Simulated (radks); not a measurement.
Values are calculated unless marked as measured or tabulated.
Species: Ne II. Configuration: [He] 2s2 2p5.

Level of theory: Dirac Kohn-Sham, LDA (Slater exchange, Perdew-Wang correlation), spin-unpolarised, spherical densities, finite nucleus; open shells are shared between the two j in proportion to 2j + 1; Fermi nuclear charge, rms radius 3.0055 fm (a radial shooting solver on a logarithmic mesh with Libxc functionals).

Energy parts (hartree):
| part | energy |
|---|---|
| total | -127.54223 |
| kinetic | 127.37688 |
| electron-nucleus | -302.50344 |
| Hartree | 58.73000 |
| exchange-correlation | -11.14567 |

Orbitals (lengths in bohr, moments of r in powers of bohr; r(max) is where P^2 peaks):
orbital     occ.  eigenvalue (hartree)  r(max)  <1/r>
1s1/2          2             -31.17561  0.1030  9.585
2s1/2          2              -2.03202  0.6741  1.686
2p1/2    1.66667              -1.19488  0.5996  1.544
2p3/2    3.33333              -1.19051  0.6010  1.540

The highest occupied level is 2p3/2 at -32.395 eV. The electron density at the nucleus is 642 e/bohr^3. Summed over all electrons, <r^2> = 6.945 bohr^2, which gives a Langevin (diamagnetic) susceptibility term of -5.5 x 10^-6 cm^3/mol. The density falls to 0.001 e/bohr^3 at r = 2.63 bohr. For comparison, the ionisation energy in NIST's Atomic Spectra Database is 40.963 eV (measured). In exact Kohn-Sham theory the highest level is minus the ionisation energy, but local and semilocal functionals leave it too shallow, through self-interaction and a potential that decays too fast; potentials with the right tail come closer.

Beside tabulated values, note that spin-unpolarised runs miss the spin-polarisation part of the exchange energy of open shells.
